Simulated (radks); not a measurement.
Ag21+, configuration [Ar] 3d8. Calculated with a radial shooting solver on a logarithmic mesh with Libxc functionals: Dirac Kohn-Sham, LDA (Slater exchange, Perdew-Wang correlation), spin-unpolarised, spherical densities, point nucleus; open shells fill j = l - 1/2 first. Some entries of the table are withheld. Estimate them.

orbital  occ.  eigenvalue (eV)  <r> (bohr)
1s1/2       2        -25975.38         (1)
2s1/2       2        -4400.299      0.1344
2p1/2       2        -4142.575      0.1139
2p3/2       4        -3966.679      0.1189
3s1/2       2              (2)      0.3577
3p1/2       2        -1200.209      0.3469
3p3/2       4        -1166.501      0.3566
3d3/2       4        -990.6736      0.3233
3d5/2       4        -983.5793      0.3262

Answer. 
(1) 1s1/2 <r> (bohr): 0.03114
(2) 3s1/2 eigenvalue (eV): -1301.674
